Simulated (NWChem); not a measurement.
Species: CHOS cation; SMILES [OH+]=C=S

```xyz
4

O     -0.0782     1.6221     0.0000
C      0.0106     0.3983     0.0000
S     -0.0111    -1.0956     0.0000
H      0.7398     2.1642     0.0000
```
Atoms are numbered in this order, from 1.

Geometry: optimised at PBE0-D3(BJ)/def2-TZVP.

Symmetry labels are those of Cs in the frame above (b1 and b2, or b-type labels, depend on it).

Question: List the 6 lowest vertical singlet excitations from BHandHLYP/aug-cc-pVDZ, TDA (NWChem).

Answer: 
```tsv
state	energy (eV)	oscillator strength	symmetry	leading excitation (squared amplitude)
S1	5.04	0.000	a"	HOMO → LUMO (0.97)
S2	5.78	0.000	a'	HOMO−1 → LUMO (0.51)
S3	6.16	0.000	a"	HOMO−1 → LUMO+1 (0.98)
S4	8.76	0.010	a"	HOMO → LUMO+2 (0.92)
S5	9.28	0.030	a'	HOMO−1 → LUMO+2 (0.91)
S6	10.26	0.950	a'	HOMO → LUMO+1 (0.32)
```
